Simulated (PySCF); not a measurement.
Si(Me)2 cation (C2H6Si), SMILES C[Si]C (connectivity only; charge and spin as stated), charge +1, multiplicity 2.

The structure is a stationary point at PBE-D3(BJ)/def2-TZVP. The spin state was assumed, not searched. The isomer is the one that the SMILES or the coordinates give; other isomers of the formula were not compared.

Level of theory: PBE/def2-TZVPD in PySCF.

Gas-phase values at a fixed geometry.

```
Quantity                                                            Value
------------------------------------------------  -----------------------
total energy                                           -368.75866 hartree
point group                                                            C2
α spin, highest occupied and lowest empty level       -11.57 and -9.44 eV
β spin, highest occupied and lowest empty level       -13.93 and -9.92 eV
dipole moment about the centre of nuclear charge                   0.02 D
mean static polarisability                           48.5 bohr³ (7.18 Å³)
polarisability, principal values                   39.8, 43.9, 61.7 bohr³
⟨S²⟩                                              0.752 (pure state 0.75)
```
